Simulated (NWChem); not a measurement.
# Relativistic effects in CH$_{2}$I

```
C
H 1 1.0906
H 1 1.0906 2 122.35
I 1 2.0476 2 117.81 3 163.43
```
Charge 0, spin multiplicity 2.

Everything below was run with NWChem. The geometry was optimised at UPBE0/def2-SVP with def2 effective core potentials on I, a minimum by its harmonic frequencies.

Functional B3LYP, all-electron basis x2c-SVPall-2c, contracted for the X2C Hamiltonian and used here with ZORA. The ion keeps the geometry and has multiplicity 1 in the scalar run; the spin-orbit run starts from the same electron counts.

Relative cost: rough, from shared machines, SCF included, scalar ZORA = 1.

B3LYP has NWChem's definition, with VWN1-RPA local correlation. The structure started from a generated list of species. No SCF solution was tested for a lower state.

```
Hamiltonian      ΔSCF ionisation energy (eV)  relative cost
---------------  ---------------------------  -------------
scalar ZORA                             8.50              1
spin-orbit ZORA                         8.46        under 3
```

From scalar ZORA to spin-orbit ZORA the ionisation energy drops by 0.04 eV.
